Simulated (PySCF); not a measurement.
`C[SiH2]O[SiH2][SiH2]F`, CH9FOSi3

Molfile (atoms numbered from 1):
```
CH9FOSi3
     RDKit          3D

 15 14  0  0  0  0  0  0  0  0999 V2000
   -2.5734    0.3015   -0.5727 C   0  0  0  0  0  0  0  0  0  0  0  0
   -1.5410   -1.0813    0.2096 Si  0  0  0  0  0  4  0  0  0  0  0  0
   -0.0122   -0.5665    0.3923 O   0  0  0  0  0  0  0  0  0  0  0  0
    1.1986    0.4328    0.8091 Si  0  0  0  0  0  4  0  0  0  0  0  0
    2.7386    0.2149   -0.8763 Si  0  0  0  0  0  4  0  0  0  0  0  0
    3.8910    1.3135   -0.5736 F   0  0  0  0  0  0  0  0  0  0  0  0
   -2.1560    0.6158   -1.5260 H   0  0  0  0  0  0  0  0  0  0  0  0
   -3.5940   -0.0214   -0.7521 H   0  0  0  0  0  0  0  0  0  0  0  0
   -2.6138    1.1778    0.0694 H   0  0  0  0  0  0  0  0  0  0  0  0
   -1.4007   -2.2382   -0.6742 H   0  0  0  0  0  0  0  0  0  0  0  0
   -2.0463   -1.4354    1.5368 H   0  0  0  0  0  0  0  0  0  0  0  0
    0.6317    1.7813    0.9749 H   0  0  0  0  0  0  0  0  0  0  0  0
    1.6265   -0.0146    2.1429 H   0  0  0  0  0  0  0  0  0  0  0  0
    3.5090   -1.0283   -0.9495 H   0  0  0  0  0  0  0  0  0  0  0  0
    2.3376    0.5561   -2.2440 H   0  0  0  0  0  0  0  0  0  0  0  0
  1  2  1  0
  2  3  1  0
  3  4  1  0
  4  5  1  0
  5  6  1  0
  1  7  1  0
  1  8  1  0
  1  9  1  0
  2 10  1  0
  2 11  1  0
  4 12  1  0
  4 13  1  0
  5 14  1  0
  5 15  1  0
M  END
```

Level of theory: GIAO B3LYP/pcSseg-1 magnetisability, rotational g tensor and spin-rotation constants, non-relativistic, gas phase (PySCF 2.14.0). Geometry: GFN2-xTB.

(1) Give the nuclear spin-rotation constants along the inertial axes (H = +C I·J) beside the isotropic shieldings.

(2) How do the rotational constants and the g tensor change when H7, H8, H9, H10, H11, H12, H13, H14, H15 are replaced by deuterium?

Answers

(1) Rotational constants 4.5468, 0.6707, 0.6574 GHz. A star marks the isotopologue with that one atom substituted, in its own axes.
```tsv
atom	isotope	Caa (kHz)	Cbb (kHz)	Ccc (kHz)	mean (kHz)	σ (ppm)
F6	19F	1.886	0.028	0.158	0.691	432.0
H7	1H	-0.378	-0.012	-0.078	-0.156	31.5
H8	1H	-0.005	-0.075	-0.077	-0.052	32.0
H9	1H	-0.530	-0.067	0.000	-0.199	31.3
H10	1H	-0.414	-0.042	0.018	-0.146	26.9
H11	1H	-0.246	0.013	-0.058	-0.097	26.8
H12	1H	-0.392	-0.060	0.036	-0.138	26.3
H13	1H	-0.410	0.040	-0.059	-0.143	26.3
H14	1H	-0.344	-0.056	0.027	-0.125	26.3
H15	1H	-0.413	0.043	-0.061	-0.144	26.3
C1	13C*	0.492	0.084	0.083	0.220	182.8
Si2	29Si*	-2.641	-0.431	-0.414	-1.162	360.5
O3	17O*	-0.566	-0.009	-0.018	-0.198	329.9
Si4	29Si*	-2.400	-0.424	-0.413	-1.079	379.8
Si5	29Si*	-2.591	-0.467	-0.435	-1.164	340.5
```
For the geometry as given, no vibrational averaging.

(2) Constants 3.4968, 0.6104, 0.5975 GHz; g -0.0480, -0.0145, -0.0130, against -0.0619, -0.0158, -0.0144 before.
